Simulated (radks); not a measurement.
Q: Successive ionisation energies (eV) of one element, from differences of total energies of ions in their ground configurations, starting at charge 0: 7.921, 14.816, 80.933, 111.95, 145.98, 182.80, 222.70, 264.49. Calculated with a radial shooting solver on a logarithmic mesh with Libxc functionals: Dirac Kohn-Sham, PBEsol, spin-unpolarised, spherical densities, finite nucleus; open shells fill j = l - 1/2 first; Fermi nuclear charge, rms radius 3.057 fm. Which element is it?

A: Magnesium (Z = 12). The first species listed is Mg in [Ne] 3s2, the last Mg7+ in [He] 2s2 2p1.
